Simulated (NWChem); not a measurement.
System: C2H7NOSi; SMILES C=CO[SiH2]N

Input file for NWChem:

```
start job
memory heap 200 mb stack 900 mb global 1100 mb
geometry units angstroms noautosym nocenter noautoz
  C     -0.870464    -1.889383    -0.385850
  C      0.305964    -1.669729     0.210771
  O      0.909378    -0.487832     0.420837
  Si     0.488603     1.036257    -0.183313
  N     -0.967210     1.725959     0.403243
  H     -1.496451    -1.084233    -0.778319
  H     -1.234273    -2.912035    -0.493181
  H      0.899974    -2.505176     0.600869
  H      1.629076     1.872337     0.264231
  H      0.362473     0.917000    -1.662961
  H     -1.053989     2.024809     1.367878
  H     -1.867780     1.473769     0.013931
end
basis spherical
  * library def2-svp
end
dft
  xc b3lyp
  iterations 150
end
cosmo
  do_cosmo_smd true
  solvent dmf
end
task dft energy
```

Parts of the log:

```
             Northwest Computational Chemistry Package (NWChem) 7.3.0
             --------------------------------------------------------

                             Geometry "geometry" -> ""
                             -------------------------

 Output coordinates in angstroms (scale by  1.889725989 to convert to a.u.)

  No.       Tag          Charge          X              Y              Z
 ---- ---------------- ---------- -------------- -------------- --------------
    1 C                    6.0000    -0.87046400    -1.88938300    -0.38585000
    2 C                    6.0000     0.30596400    -1.66972900     0.21077100
    3 O                    8.0000     0.90937800    -0.48783200     0.42083700
    4 Si                  14.0000     0.48860300     1.03625700    -0.18331300
    5 N                    7.0000    -0.96721000     1.72595900     0.40324300
    6 H                    1.0000    -1.49645100    -1.08423300    -0.77831900
    7 H                    1.0000    -1.23427300    -2.91203500    -0.49318100
    8 H                    1.0000     0.89997400    -2.50517600     0.60086900
    9 H                    1.0000     1.62907600     1.87233700     0.26423100
   10 H                    1.0000     0.36247300     0.91700000    -1.66296100
   11 H                    1.0000    -1.05398900     2.02480900     1.36787800
   12 H                    1.0000    -1.86778000     1.47376900     0.01393100

 Effective nuclear repulsion energy (a.u.)     230.7017929389

                                 NWChem DFT Module
                                 -----------------

 Summary of "ao basis" -> "ao basis" (spherical)
 ------------------------------------------------------------------------------
       Tag                 Description            Shells   Functions and Types
 ---------------- ------------------------------  ------  ---------------------
 C                          def2-svp                 6       14   3s2p1d
 O                          def2-svp                 6       14   3s2p1d
 Si                         def2-svp                 8       18   4s3p1d
 N                          def2-svp                 6       14   3s2p1d
 H                          def2-svp                 3        5   2s1p

 in cosmo_initialize ...
 calling solv_data for solv:dmf

 solvent parameters
 solvname_short: dmf
 solvname_long:  N,N-dimethylformamide
 dielec:       37.2190
 dielecinf:     2.0463
 nonaqueous SMD model solvent descriptors
 dielec:       37.2190
 sola:          0.0000
 solb:          0.7400
 solc:          0.0000
 solg:         49.5600
 solh:          0.0000
 soln:          1.4305

          ---------------
          -cosmo- solvent
          ---------------
 Cosmo: York-Karplus, doi: 10.1021/jp992097l
 dielectric constant -eps-     =  37.22
 screen = (eps-1)/(eps    )    =   0.97313
 surface charge correction     = lagrangian

   van der Waals surface
 --------------------------

[...]

                                COSMO-SMD solvation results
                                ---------------------------

             internal energy in gas <Psi(g)|H|Psi(g)> =      -499.700340440110
         internal energy in solvent <Psi(s)|H|Psi(s)> =      -499.699463590485
                               delta internal energy  =         0.000876849625 (    0.55 kcal/mol)
   total free energy in solvent <Psi(s)|H+V/2|Psi(s)> =      -499.708480390093
 polarization energy contribution <Psi(s)|V/2|Psi(s)> =        -0.009016799608 (   -5.66 kcal/mol)
    total free energy in solvent including G(SMD-CDS) =      -499.705544438765
                       G(SMD-CDS) energy contribution =         0.002935951328 (    1.84 kcal/mol)
     1 M fixed-concentration free energy of solvation =        -0.005203998654 (   -3.27 kcal/mol)

                       DFT Final Molecular Orbital Analysis
                       ------------------------------------

 Vector   22  Occ=2.000000D+00  E=-3.221252D-01
              MO Center=  6.7D-01,  1.8D-01, -9.9D-02, r^2= 3.5D+00
   Bfn.  Coefficient  Atom+Function         Bfn.  Coefficient  Atom+Function
  ----- ------------  ---------------      ----- ------------  ---------------
    32      0.304650   3 O  px               95      0.249998  10 H  s
    34      0.236982   3 O  pz               35      0.223658   3 O  px
    90     -0.217595   9 H  s                91     -0.181550   9 H  s
    52     -0.178863   4 Si pz               18     -0.174472   2 C  px
    37      0.169944   3 O  pz               96      0.150481  10 H  s

 Vector   23  Occ=2.000000D+00  E=-2.662785D-01
              MO Center= -7.0D-01,  1.4D+00,  3.2D-01, r^2= 2.2D+00
   Bfn.  Coefficient  Atom+Function         Bfn.  Coefficient  Atom+Function
  ----- ------------  ---------------      ----- ------------  ---------------
    65      0.481622   5 N  py               68     -0.407711   5 N  py
    66     -0.220753   5 N  pz               69      0.171020   5 N  pz
    32      0.127811   3 O  px               33     -0.111611   3 O  py
    54     -0.107759   4 Si py               35      0.091793   3 O  px
    34      0.086227   3 O  pz                7      0.084272   1 C  px

 Vector   24  Occ=2.000000D+00  E=-2.415024D-01
              MO Center= -1.9D-01, -1.4D+00, -6.1D-02, r^2= 2.4D+00
   Bfn.  Coefficient  Atom+Function         Bfn.  Coefficient  Atom+Function
  ----- ------------  ---------------      ----- ------------  ---------------
     6      0.365280   1 C  pz                9      0.292604   1 C  pz
    34     -0.282789   3 O  pz               20      0.256501   2 C  pz
    37     -0.235362   3 O  pz                4     -0.183921   1 C  px
    32      0.170561   3 O  px               23      0.160060   2 C  pz
     7     -0.144206   1 C  px               18     -0.139752   2 C  px

 Vector   25  Occ=0.000000D+00  E= 1.675937D-02
              MO Center= -1.9D-01, -1.1D+00, -4.4D-02, r^2= 4.1D+00
   Bfn.  Coefficient  Atom+Function         Bfn.  Coefficient  Atom+Function
  ----- ------------  ---------------      ----- ------------  ---------------
     9      0.522947   1 C  pz               23     -0.520681   2 C  pz
    63     -0.517098   5 N  s                20     -0.388697   2 C  pz
    55      0.366975   4 Si pz                6      0.315598   1 C  pz
    96      0.290076  10 H  s                53     -0.279788   4 Si px
    21      0.271552   2 C  px              106      0.237542  12 H  s

 Vector   26  Occ=0.000000D+00  E= 5.312688D-02
              MO Center= -6.9D-01,  5.1D-01,  8.2D-02, r^2= 5.9D+00
   Bfn.  Coefficient  Atom+Function         Bfn.  Coefficient  Atom+Function
  ----- ------------  ---------------      ----- ------------  ---------------
    63      1.065288   5 N  s                53      0.599595   4 Si px
    76     -0.561913   6 H  s               101     -0.562770  11 H  s
   106     -0.536625  12 H  s                 3      0.426414   1 C  s
     7     -0.378134   1 C  px               91     -0.362383   9 H  s
    55     -0.296516   4 Si pz               23     -0.265678   2 C  pz

 Vector   27  Occ=0.000000D+00  E= 6.885244D-02
              MO Center=  4.3D-01,  9.2D-01, -2.6D-01, r^2= 4.5D+00
   Bfn.  Coefficient  Atom+Function         Bfn.  Coefficient  Atom+Function
  ----- ------------  ---------------      ----- ------------  ---------------
    54      1.091202   4 Si py               31      0.700269   3 O  s
    55     -0.524909   4 Si pz               63     -0.408384   5 N  s
    96     -0.391518  10 H  s                81     -0.343246   7 H  s
    91     -0.278345   9 H  s                17      0.243545   2 C  s
    68     -0.224425   5 N  py               53     -0.216634   4 Si px

     Multipole analysis of the density
     ---------------------------------

     L   x y z        total         alpha         beta         nuclear
     -   - - -        -----         -----         ----         -------
     0   0 0 0      0.000000    -24.000000    -24.000000     48.000000

     1   1 0 0     -0.734886     -1.498469     -1.498469      2.262051
     1   0 1 0      0.198381     -0.957595     -0.957595      2.113572
     1   0 0 1      0.252428     -1.654842     -1.654842      3.562113

     2   2 0 0    -27.118543    -73.503017    -73.503017    119.887491
     2   1 1 0     -1.577047     -0.992805     -0.992805      0.408562
     2   1 0 1     -0.404718     -4.048006     -4.048006      7.691295
     2   0 2 0    -27.823789   -196.904581   -196.904581    365.985373
     2   0 1 1      1.276012     -8.945578     -8.945578     19.167168
     2   0 0 2    -28.526164    -32.300415    -32.300415     36.074666
```

Level: B3LYP/def2-SVP, SMD on the gas-phase geometry. Structure relaxed at the PBE0/def2-SVP level. Not confirmed as a minimum by frequencies. Solvent: N,N-dimethylformamide.
